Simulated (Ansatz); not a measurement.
An input meant for the cluster Ag2I⁺ (charge 1, singlet).

```yaml
crystal:
  periodic: [false, false, false]
  atoms:
    - {symbol: Ag, position_ang: [-0.381124, 1.921733, -0.569780]}
    - {symbol: Ag, position_ang: [-0.381124, 1.921733, -0.569780]}
    - {symbol: I, position_ang: [-1.022001, -0.456750, 0.357378]}
basis:
  gaussian: {orbitals: def2-SVP}
total_charge: 1
hamiltonian: {xc: {name: HF}}
correlation: {method: ccsd_t, electrons: all}
scf: {omitted_lower_state_checks: [starts]}
```

```sh
$ ansatz run in.yaml --threads 4 --pin off --events-out ev --progress --plain --max-ram 3916MiB
```

Shortened log:

```
Error: two nuclei lie on one point
```

In this input one atom was put on top of another. The program refused the input.
